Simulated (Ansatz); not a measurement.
`CCC(CC(C)c1ccc(I)cc1)c1ccc(OC(C)(C)C)cc1`, relaxed as a singlet with RKS PBE-D4/def2-SVP in Ansatz, starting from the GFN2-xTB geometry. Force threshold 0.03 eV/Å.

In the def2 sets I takes a core potential; there is no spin–orbit coupling. Single mean-field runs in def2-SVP are fitted with def2-universal-jkfit.

Start:

Cartesian coordinates in Å:
```
C -2.855 -0.568 3.029
C -1.705 0.400 2.781
C -0.634 -0.205 1.862
C 0.626 0.682 1.784
C 1.784 0.185 2.663
C 1.456 0.229 4.157
C 3.021 1.000 2.377
C 4.136 0.414 1.791
C 5.280 1.148 1.532
C 5.310 2.489 1.865
I 7.062 3.622 1.496
C 4.212 3.100 2.441
C 3.076 2.353 2.691
C -1.200 -0.436 0.483
C -1.609 0.628 -0.312
C -2.124 0.416 -1.576
C -2.236 -0.876 -2.081
O -2.812 -1.098 -3.312
C -1.960 -1.124 -4.466
C -0.914 -2.239 -4.357
C -2.915 -1.406 -5.627
C -1.260 0.224 -4.671
C -1.840 -1.946 -1.287
C -1.327 -1.722 -0.023
H -2.491 -1.488 3.483
H -3.588 -0.125 3.699
H -3.350 -0.822 2.094
H -2.098 1.312 2.326
H -1.254 0.673 3.736
H -0.348 -1.179 2.272
H 0.983 0.700 0.751
H 0.372 1.707 2.060
H 1.994 -0.855 2.389
H 0.671 -0.483 4.397
H 1.126 1.221 4.454
H 2.340 -0.028 4.738
H 4.116 -0.635 1.533
H 6.137 0.675 1.078
H 4.237 4.149 2.694
H 2.224 2.839 3.142
H -1.523 1.639 0.057
H -2.456 1.249 -2.177
H -0.335 -2.291 -5.275
H -0.236 -2.050 -3.527
H -1.403 -3.197 -4.197
H -3.420 -2.355 -5.467
H -2.370 -1.444 -6.565
H -3.667 -0.623 -5.682
H -0.582 0.435 -3.845
H -1.996 1.023 -4.733
H -0.687 0.205 -5.594
H -1.947 -2.953 -1.660
H -1.020 -2.564 0.581
```

```
step  energy (eV)  largest force component (eV/Å)  SCF passes
   1  -33385.1313                           0.827          21
   2  -33385.4799                           0.337          22
   3  -33385.5137                           0.192          22
   4  -33385.5156                           0.088          22
   5  -33385.5161                           0.018          15
```

Force components are those of the run's own axes.

End:

Cartesian coordinates in Å:
```
C -2.896 -0.543 3.067
C -1.707 0.385 2.825
C -0.639 -0.198 1.871
C 0.640 0.683 1.808
C 1.805 0.211 2.709
C 1.468 0.193 4.209
C 3.055 1.028 2.429
C 4.182 0.439 1.825
C 5.342 1.178 1.548
C 5.377 2.540 1.881
I 7.123 3.676 1.474
C 4.270 3.160 2.482
C 3.123 2.400 2.749
C -1.214 -0.445 0.486
C -1.633 0.630 -0.327
C -2.152 0.414 -1.609
C -2.263 -0.895 -2.120
O -2.824 -1.117 -3.353
C -1.967 -1.144 -4.538
C -0.928 -2.268 -4.425
C -2.951 -1.424 -5.675
C -1.275 0.212 -4.737
C -1.871 -1.978 -1.311
C -1.353 -1.748 -0.028
H -2.570 -1.503 3.519
H -3.635 -0.085 3.754
H -3.419 -0.786 2.120
H -2.061 1.352 2.404
H -1.225 0.640 3.792
H -0.343 -1.194 2.273
H 1.017 0.707 0.766
H 0.382 1.736 2.059
H 2.034 -0.836 2.407
H 0.632 -0.501 4.429
H 1.174 1.199 4.573
H 2.343 -0.137 4.804
H 4.155 -0.631 1.563
H 6.210 0.693 1.078
H 4.300 4.228 2.740
H 2.260 2.897 3.221
H -1.552 1.662 0.049
H -2.493 1.256 -2.228
H -0.326 -2.327 -5.354
H -0.232 -2.091 -3.581
H -1.424 -3.246 -4.271
H -3.469 -2.388 -5.504
H -2.425 -1.470 -6.649
H -3.718 -0.625 -5.722
H -0.581 0.438 -3.903
H -2.023 1.027 -4.803
H -0.685 0.207 -5.675
H -1.990 -3.000 -1.697
H -1.049 -2.606 0.594
```

By distances, no bond broke or formed. The bond that changes most is O18–C19, from 1.43 to 1.46 Å (atoms count from 1).

No frequencies were taken in this run, so the end may be a saddle point.

Run time 64 s (8 threads of AMD EPYC on a shared host), peak host memory 2 GiB.
